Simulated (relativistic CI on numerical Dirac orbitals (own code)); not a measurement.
**Zn5+: calculation against measurement**

Computed by Dirac-Coulomb-Breit CI, KLI orbitals optimised for each configuration, model QED, valence Slater integrals scaled by 0.85, P86 correlation estimate, and configurations built on the next ion tied to the tabulated ionisation energy (semi-empirical) (own radial code, finite nucleus).

Configurations in the expansion (outside the closed core [Ne]): 3s2 3p6 3d7, 3s2 3p6 3d6 4s, 3s2 3p6 3d6 4p, 3s2 3p6 3d6 4d, 3s2 3p6 3d6 5s, 3s2 3p6 3d6 4f, 3s2 3p5 3d8, 3s2 3p4 3d9, 3s2 3p6 3d6 5p, 3s 3p6 3d8, 3s2 3p6 3d5 4s2, 3s2 3p6 3d6 5d, 3s2 3p6 3d6 5f, 3s2 3p6 3d6 5g, 3s2 3p6 3d5 4s 4p, 3s2 3p6 3d5 4p2, 3s2 3p6 3d5 4s 4d, 3s2 3p5 3d7 4s, 3p6 3d9, 3s2 3p6 3d5 4p 4d. Levels of other configurations are missing.

```
 Configuration  Term (tabulated)     J  Measured (cm⁻¹)  Computed  Error  Purity (%)
   3s2 3p6 3d7                4F   9/2              0.0         0      0          99
   3s2 3p6 3d7                4F   7/2           2132.0      2098    -34         100
   3s2 3p6 3d7                4F   5/2           3618.0      3545    -73          99
   3s2 3p6 3d7                4F   3/2           4613.0      4505   -108          99
   3s2 3p6 3d7              4P †   5/2          23455.0     21677  -1778          98
   3s2 3p6 3d7              4P †   3/2          23641.0     21705  -1936          81
   3s2 3p6 3d7                4P   1/2          24875.0     23030  -1845          92
   3s2 3p6 3d7                2G   9/2          25266.0     23455  -1811          96
   3s2 3p6 3d7                2G   7/2          27286.0     25411  -1875          99
   3s2 3p6 3d7                2P   3/2          30381.0     27397  -2984          65
   3s2 3p6 3d7                2P   1/2          32157.0     29156  -3001          92
   3s2 3p6 3d7                2H  11/2          34066.0     32517  -1549         100
   3s2 3p6 3d7               2D2   5/2          34770.0     30780  -3990          98
   3s2 3p6 3d7                2H   9/2          35975.0     34377  -1598          96
   3s2 3p6 3d7               2D2   3/2          37908.0     34108  -3800          81
   3s2 3p6 3d7                2F   5/2          55347.0     51683  -3664          99
   3s2 3p6 3d7                2F   7/2          56137.0     52468  -3669          99
   3s2 3p6 3d7               2D1   3/2          85958.0     77870  -8088          99
   3s2 3p6 3d7               2D1   5/2          87036.0     79074  -7962          99
3s2 3p6 3d6 4p               6P°   7/2         380938.0    375141  -5797          73
3s2 3p6 3d6 4p               6P°   5/2         383438.0    377554  -5884          80
3s2 3p6 3d6 4p               4D°   7/2         383826.0    378145  -5681          79
3s2 3p6 3d6 4p               4F°   9/2         384680.0    379081  -5599          91
3s2 3p6 3d6 4p               4D°   5/2         384920.0    379226  -5694          79
3s2 3p6 3d6 4p               6P°   3/2         385129.0    379179  -5950          87
3s2 3p6 3d6 4p               4D°   3/2         385660.0    379969  -5691          84
3s2 3p6 3d6 4p               4D°   1/2         385984.0    380406  -5578          94
3s2 3p6 3d6 4p               4F°   7/2         386658.0    381004  -5654          93
3s2 3p6 3d6 4p               4F°   5/2         387971.0    382280  -5691          96
3s2 3p6 3d6 4p               4F°   3/2         388854.0    383134  -5720          98
3s2 3p6 3d6 4p               4P°   5/2         390511.0    384464  -6047          98
3s2 3p6 3d6 4p               4P°   3/2         391820.0    385741  -6079          98
3s2 3p6 3d6 4p               4P°   1/2         392460.0    386388  -6072          98
3s2 3p6 3d6 4p               4G°  11/2         406972.0    398754  -8218          90
3s2 3p6 3d6 4p               4G°   7/2         408185.0    400707  -7478          85
3s2 3p6 3d6 4p               4D°   7/2         411723.0    407137  -4586          91
3s2 3p6 3d6 4p               4D°   1/2         413629.0    409208  -4421          88
3s2 3p6 3d6 4p               4G°   9/2         415669.0    408940  -6729          60
3s2 3p6 3d6 4p               4G°  11/2         416251.0    409463  -6788          88
```

Measured levels from Sugar and Musgrove, J. Phys. Chem. Ref. Data 24, 1803 (1995); pairs were made by configuration, J and term (by order where the table uses no LS term), so strongly mixed levels may be paired wrongly. Some J values or terms of the table were assigned by a fit.

Mean error by configuration (cm⁻¹): 3s2 3p6 3d7 -2878; 3s2 3p6 3d6 4p -5968. Over the excited levels the mean absolute error is 4595 cm⁻¹ (38 of the 48 excited levels that our extract of the source holds in range could be paired, and the others can miss by more), and the median relative error of those above 1,000 cm⁻¹ is 1.6 %. † marks terms whose computed intervals miss the measured ones by more than a factor of 2.5, or configurations far off the rest, from wrong mixing, a near crossing or a doubtful label or measurement; they are left out of the means.
